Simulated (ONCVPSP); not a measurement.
# Plane-wave convergence, ONCV potential for Rb

- Element: Rb
- Generator: ONCVPSP 4.0.1
- Type: optimised norm-conserving Vanderbilt (ONCV)
- Functional: BLYP
- Relativity: scalar-relativistic
- Frozen core: [Ar] 3d10
- Valence charge: 9
- Reference configuration: 4s2 4p6 5s1
- Partial waves: 4s+5s: rc 2.40 bohr, ncon 3, nbas 6, qcut 5.2 1/bohr, 2 projectors; 4p: rc 2.45 bohr, ncon 5, nbas 9, qcut 5.3 1/bohr, 1 projector; d scattering state at 0.02 Ha: rc 2.15 bohr, ncon 4, nbas 9, qcut 5 1/bohr, 2 projectors, debl 0.7 Ha
- Local potential: polynomial inside 1.70 bohr (lpopt 5, dvloc0 3 Ha)
- Core correction: Teter function, fcfact 3, rcfact 1.45

For each optimised wave give the share of its norm inside rc, the residual kinetic energy above qcut (Ha) and the cutoffs (Ha) for errors of 10, 1, 0.1 and 0.01 mHa per electron.

| wave | norm inside rc | residual KE | 10 mHa | 1 mHa | 0.1 mHa | 0.01 mHa |
| --- | --- | --- | --- | --- | --- | --- |
| 4s | 0.947 | 1.1e-06 | 3.0 | 7.9 | 10.1 | 11.6 |
| 5s | 0.041 | 2.6e-07 | 1.6 | 5.8 | 8.9 | 11.0 |
| 4p | 0.865 | 2.3e-06 | 4.9 | 6.5 | 8.0 | 10.4 |
| d projector 1 | 0.076 | 5.0e-06 | 3.7 | 6.8 | 9.5 | 11.8 |
| d projector 2 | 0.258 | 7.9e-05 | 7.0 | 9.9 | 12.3 | 19.4 |

The occupied waves need 7.9 Ha and 10 Ha for 1 and 0.1 mHa.
